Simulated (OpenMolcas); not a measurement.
## neutral bismuth: effect of the active space

| Property | Result |
| --- | --- |
| Program | OpenMolcas 26.06 |
| Method | CASSCF or its RAS form |
| Basis | ANO-R2 |
| Scalar Hamiltonian | X2C, finite nucleus |
| Spin-orbit coupling | state interaction with AMFI integrals over the reference wave functions, term energies averaged over their components |

A. 3 electrons in 3 orbitals (6p); 2S+1 = 4 odd, 1 root; 2S+1 = 2 odd, 8 roots; cost about 7 core-seconds
B. 5 electrons in 4 orbitals (6s 6p); 2S+1 = 4 odd, 1 root; 2S+1 = 2 odd, 8 roots; cost roughly 18 core-seconds
C. 5 electrons in 8 orbitals (6s 6p 7s 7p); 2S+1 = 4 odd, 1 root; 2S+1 = 2 odd, 8 roots; 2S+1 = 4 even, 3 roots; 2S+1 = 2 even, 8 roots; cost about 40 core-seconds
D. 5 electrons in 9 orbitals (RAS2 6s 6p; RAS3 6d, at most 2 electrons); 2S+1 = 4 odd, 1 root; 2S+1 = 2 odd, 8 roots; cost about 50 core-seconds

Energies in cm⁻¹ above 6s² 6p³ ⁴S°_3/2, the measured ground level; measured values from NIST Handbook of Basic Atomic Spectroscopic Data.

| Level | A | B | C | D | Measured |
| --- | --- | --- | --- | --- | --- |
| 6s² 6p³ ⁴S°_3/2 [75 %] | 0.0 | 0.0 | 0.0 | 0.0 | 0.0 |
| 6s² 6p³ ²D°_3/2 [65 %] | 12230 | 12263 | 11863 | 11904 | 11419 |
| 6s² 6p³ ²D°_5/2 | 16565 | 16961 | 16788 | 16297 | 15438 |
| 6s² 6p³ ²P°_1/2 | 24860 | 22990 | 22246 | 23458 | 21661 |
| 6s² 6p³ ²P°_3/2 [65 %] | 33138 | 31860 | 31178 | 31926 | 33165 |

Deviations, from unrounded energies. A percentage is the sum of absolute deviations over the sum of measured energies, with the sign that they share, or ± where signs differ.

| Against measurement | Levels | A | B | C | D |
| --- | --- | --- | --- | --- | --- |
| mean absolute deviation (cm-1) | 4 | 1300 | 1300 | 1100 | 1100 |
| other terms of the ground configuration (%) | 4 | ±6.3 | ±6.1 | ±5.3 | ±5.4 |

C, D lie about equally close to measurement and A furthest from it. The largest miss of C in the table is 6s² 6p³ ²P°_3/2 [65 %], by -2000 cm-1. The ranking rests on the paired levels alone, and a cruder setting can come out closer through cancelling errors.

Among A to D the level of the table that moves most is 6s² 6p³ ²P°_1/2, by 2600 cm-1 (lowest in C, highest in A).

Spin-orbit splittings of 6p shells tend to come out small when the coupling is added on scalar orbitals. With the s shell closed, the reference lacks s² → p² mixing (holds for A). The run also gave levels led by 6s² 6p² 7s, which use shells meant for correlation; these and all levels above them are left out (holds for C). Active for correlation alone: 6d; no level in the range computed is led by a configuration that fills it, so any true level of that kind is missing (holds for D). Computed and measured levels are paired by configuration, term and J; levels that our copy of the source lacks, or whose pairing is in doubt (as where it misses far off the trend of its configuration), stay unpaired and out of the deviations. Only configurations of the active space appear. The table leaves out levels that lie high or whose names do not pair safely across all columns.

A share in square brackets marks a mixed level and gives the weight of the term that names it, the lowest over the columns. ° marks odd parity.
